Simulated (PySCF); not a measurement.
**How methods differ on the interval between two levels of Ag²⁺**

Ag²⁺ [Kr] 4d9 [2D5/2, M_J = 5/2] → Ag²⁺ [Kr] 4d8 5s1 [4F9/2, M_J = 9/2], as a difference of total energies. Calculation: PySCF 2.14, in x2c-SVPall-2c with one added diffuse shell each of s, p, d type (7s9p7d1f, 76 functions); the two-component X2C-1e Hamiltonian. Correlated levels: [Ar] 3d10 frozen; the 6 highest virtual spinors dropped. "Screened" scales the spin-orbit matrix elements by Boettger's factors to mimic the two-electron term; Breit and QED terms are absent.

| method | interval between two levels (cm⁻¹) |
| --- | --- |
| GHF (spin-free) | 66907 |
| GMP2 (spin-free) | 71405 |
| GHF (screened spin-orbit) | 65590 |
| GMP2 (screened spin-orbit) | 70032 |

The labels give the starting determinants; with spin-orbit coupling the two ends relaxed to ⟨J²⟩ = 8.76, ⟨L²⟩ = 6.02, ⟨S²⟩ = 0.76 and ⟨J²⟩ = 24.76, ⟨L²⟩ = 12.07, ⟨S²⟩ = 3.74.
